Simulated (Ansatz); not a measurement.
Relaxation of the cluster Na4H5⁻ with RKS PBE-D4/def2-SVPD.

```sh
$ ansatz run in.yaml --threads 4 --pin off --events-out ev --progress --plain --max-ram 3916MiB
```

```yaml
crystal:
  periodic: [false, false, false]
  atoms:
    - {symbol: Na, position_ang: [-1.560220, 0.636160, 2.041030]}
    - {symbol: Na, position_ang: [2.128200, -0.454000, 0.207100]}
    - {symbol: Na, position_ang: [-0.632090, 0.809170, -0.806490]}
    - {symbol: Na, position_ang: [1.031580, -1.503390, 2.728400]}
    - {symbol: H, position_ang: [2.957410, -1.708480, 1.538300]}
    - {symbol: H, position_ang: [-1.977800, 1.892220, 0.251160]}
    - {symbol: H, position_ang: [-1.325470, -0.332880, -2.436580]}
    - {symbol: H, position_ang: [-1.975630, 0.025680, -2.225070]}
    - {symbol: H, position_ang: [1.354010, 0.635520, -1.297860]}
basis:
  gaussian: {orbitals: def2-SVPD}
total_charge: -1
hamiltonian: {xc: pbe, dispersion: d4}
scf: {lower_state_search: "off"}
output: {orbitals: {seedname: orbitals}}
relax: {f_tol: 0.02, max_steps: 100}
```

Hardware: 4 threads of Intel Xeon on a shared host. Wall time 44 s.

Positions (Å) and forces (eV/Å) at steps 1, 2, 3, 4, 5, 7, 9, 10, 13, 16 of 16:

```xyz
9
step=1 energy=-17725.9313 eV
Na   -1.560    0.636    2.041   -0.228    0.072    0.236
Na    2.128   -0.454    0.207    0.511   -0.021   -0.215
Na   -0.632    0.809   -0.806    0.232    0.518    0.206
Na    1.032   -1.503    2.728   -0.042   -0.141    0.207
H     2.957   -1.708    1.538    0.132   -0.270    0.361
H    -1.978    1.892    0.251   -0.171   -0.024    0.050
H    -1.325   -0.333   -2.437   -0.202   -0.114   -0.207
H    -1.976    0.026   -2.225   -0.100   -0.170   -0.224
H     1.354    0.636   -1.298   -0.132    0.150   -0.413
9
step=2 energy=-17726.1279 eV
Na   -1.663    0.677    2.122    0.007   -0.029    0.073
Na    2.310   -0.476    0.139    0.006    0.012   -0.101
Na   -0.604    0.953   -0.799    0.233    0.273    0.150
Na    1.040   -1.553    2.786   -0.043   -0.011    0.055
H     2.997   -1.782    1.644   -0.058    0.080   -0.058
H    -2.052    1.891    0.283   -0.117   -0.027    0.031
H    -1.362   -0.361   -2.488   -0.036   -0.088   -0.111
H    -2.011   -0.006   -2.277   -0.117   -0.070   -0.085
H     1.346    0.657   -1.410    0.124   -0.139    0.048
9
step=3 energy=-17726.1959 eV
Na   -1.687    0.650    2.207   -0.029   -0.054    0.119
Na    2.374   -0.458    0.042    0.134   -0.187    0.130
Na   -0.503    1.121   -0.806    0.181    0.613    0.297
Na    0.972   -1.593    2.864    0.010    0.049   -0.047
H     2.916   -1.768    1.666   -0.046    0.125   -0.157
H    -2.049    1.860    0.342   -0.224    0.064    0.118
H    -1.388   -0.426   -2.516   -0.152   -0.219   -0.247
H    -2.043   -0.084   -2.293   -0.226   -0.211   -0.227
H     1.406    0.698   -1.505    0.353   -0.181    0.014
9
step=4 energy=-17726.2438 eV
Na   -1.707    0.648    2.266    0.031   -0.036   -0.040
Na    2.448   -0.479    0.030   -0.096   -0.085    0.087
Na   -0.425    1.290   -0.741   -0.027    0.010    0.057
Na    0.958   -1.586    2.863    0.017    0.060   -0.043
H     2.920   -1.785    1.693   -0.044    0.139   -0.195
H    -2.080    1.878    0.403    0.057   -0.022   -0.074
H    -1.460   -0.505   -2.613    0.011    0.017    0.018
H    -2.116   -0.167   -2.390    0.009    0.000    0.023
H     1.462    0.707   -1.511    0.042   -0.083    0.167
9
step=5 energy=-17726.2883 eV
Na   -1.724    0.551    2.093   -0.010   -0.017    0.012
Na    2.381   -0.579    0.043   -0.064    0.058   -0.071
Na   -0.401    1.390   -0.733    0.078   -0.034   -0.023
Na    0.996   -1.519    2.823    0.004    0.013   -0.002
H     2.934   -1.776    1.618   -0.019   -0.004    0.006
H    -2.124    1.884    0.294    0.024   -0.018   -0.022
H    -1.447   -0.481   -2.486   -0.008    0.010    0.015
H    -2.107   -0.163   -2.243    0.032    0.002    0.023
H     1.493    0.693   -1.408   -0.037   -0.009    0.062
9
step=7 energy=-17726.3030 eV
Na   -1.758    0.528    2.012   -0.026   -0.019   -0.009
Na    2.325   -0.573   -0.016   -0.010    0.028   -0.019
Na   -0.330    1.474   -0.742    0.028   -0.026   -0.035
Na    0.917   -1.552    2.751    0.028    0.019   -0.005
H     2.877   -1.768    1.560   -0.029   -0.024    0.009
H    -2.136    1.843    0.181    0.021   -0.002    0.001
H    -1.442   -0.545   -2.370    0.017    0.011    0.015
H    -1.975   -0.167   -1.959   -0.023   -0.001    0.019
H     1.521    0.759   -1.417   -0.006    0.014    0.023
9
step=9 energy=-17726.3115 eV
Na   -1.855    0.430    1.848    0.010    0.001   -0.004
Na    2.354   -0.555   -0.036    0.006    0.003   -0.002
Na   -0.254    1.510   -0.796    0.015   -0.002   -0.004
Na    0.913   -1.513    2.713   -0.015   -0.003   -0.008
H     2.821   -1.822    1.511    0.001   -0.004    0.013
H    -2.121    1.787    0.030   -0.005    0.000    0.014
H    -1.511   -0.549   -2.184   -0.225    0.168    0.229
H    -1.979   -0.139   -1.702    0.225   -0.180   -0.227
H     1.631    0.850   -1.385   -0.011    0.017   -0.011
9
step=10 energy=-17726.3145 eV
Na   -1.827    0.420    1.849   -0.021    0.016   -0.010
Na    2.355   -0.536   -0.033    0.014   -0.003    0.001
Na   -0.243    1.504   -0.800   -0.002    0.010   -0.003
Na    0.873   -1.514    2.688    0.015   -0.020    0.003
H     2.804   -1.813    1.515    0.001   -0.002    0.004
H    -2.107    1.780    0.038    0.000    0.003    0.004
H    -1.529   -0.578   -2.160   -0.061    0.045    0.064
H    -1.972   -0.133   -1.700    0.057   -0.056   -0.060
H     1.645    0.869   -1.396   -0.002    0.006   -0.003
9
step=13 energy=-17726.3171 eV
Na   -1.856    0.445    1.802   -0.003   -0.003   -0.002
Na    2.382   -0.507   -0.025    0.002    0.006   -0.007
Na   -0.228    1.541   -0.815    0.003   -0.004   -0.006
Na    0.839   -1.576    2.624    0.000    0.000    0.005
H     2.804   -1.821    1.498   -0.003   -0.006    0.001
H    -2.102    1.813   -0.001   -0.001    0.005    0.004
H    -1.543   -0.650   -2.059    0.001   -0.007    0.002
H    -1.965   -0.152   -1.642   -0.001    0.004    0.000
H     1.669    0.908   -1.381    0.002    0.005    0.001
9
step=16 energy=-17726.3176 eV
Na   -1.868    0.440    1.769    0.000   -0.001    0.002
Na    2.396   -0.485   -0.026    0.000   -0.001    0.001
Na   -0.214    1.555   -0.829   -0.001    0.001    0.001
Na    0.814   -1.593    2.596    0.001    0.000    0.000
H     2.784   -1.834    1.478    0.000    0.001   -0.002
H    -2.092    1.825   -0.021    0.000    0.001   -0.003
H    -1.555   -0.699   -1.984   -0.013    0.017    0.013
H    -1.963   -0.156   -1.609    0.013   -0.017   -0.013
H     1.698    0.947   -1.372    0.001   -0.001    0.001
```

The restricted singlet is unstable towards broken spin symmetry in Hartree–Fock (as tested in another run); at PBE-D4/def2-SVPD this wasn't settled. The highest occupied level of the charge -1 singlet lies above zero (up to 0.73 eV). The electron is either unbound and held by the finite basis, or the level is raised by self-interaction error. In the singlet, H7 and H8 lie 0.78 Å apart (atoms count from 1), so H2 has formed as a molecule. Another isomer (singlet) lies 0.77 eV lower at PBE0-D4/def2-TZVPD; other spin states weren't run for this one.
